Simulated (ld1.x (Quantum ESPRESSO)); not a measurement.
**tantalum: excitation energies, all-electron against RRKJ**

ld1.x (Quantum ESPRESSO) 7.5 input, shortened:

```
&input
   title='Ta', zed=73., rel=2, dft='PBE', iswitch=3,
   config='[Xe] 4f14 5d3 6s0 6p0', rel_dist='average'
 /
 &inputp
   pseudotype=2, tm=.false., rho0=0.01, lloc=0,
   nlcc=.true., rcore=1.30
 /
3
6P  2  1   0.00   0.00  1.45  1.45  0.0
5D  3  2   3.00   0.00  2.30  2.30  0.0
6S  1  0   0.00   0.00  2.50  2.50  0.0
 &test
   configts(1)='5d3 6s0 6p0'
 /
```

Open shells are filled in proportion to 2j + 1 (rel_dist='average').

Energies are relative to the spin-unpolarised reference configuration 5d3 6s0 6p0; without spin polarisation the order of configurations can differ from experiment. Not all tests gave a result: 2 of 7 tests not solved or not reliable. Left out of the table: 5d3 6s0 6p1 (solver errors, printed error -2.6 eV); 5d3 6s0 6p2 (solver errors, printed error -94.4 eV).

```json
{"valence configuration": "5d3 6s2 6p0", "charge": "0", "ΔE all-electron (eV)": "-23.445", "error AE − PS (meV)": "-35"}
{"valence configuration": "5d2 6s0 6p0", "charge": "+3", "ΔE all-electron (eV)": "23.592", "error AE − PS (meV)": "-165"}
{"valence configuration": "5d1 6s0 6p0", "charge": "+4", "ΔE all-electron (eV)": "58.610", "error AE − PS (meV)": "-787"}
```

Q: What are ΔE and the potential's error for 5d3 6s1 6p0?

A: ΔE = -14.973 eV all-electron; the error (AE − PS) is -14 meV.

Q: What are ΔE and the potential's error for 5d3.5 6s1.5 6p0?

A: ΔE = -22.458 eV all-electron; the error (AE − PS) is -36 meV.

Note: ghost states, extra bound levels that the all-electron valence spectrum of the same l lacks: p3/2 at -32.4 eV, p1/2 at -26.3 eV. A true bound ghost makes a file unfit for plane-wave use. The 6p radius (1.45 bohr) lies inside the outermost node of the all-electron wave (1.56 bohr), which a nodeless pseudo-wave cannot match soundly.
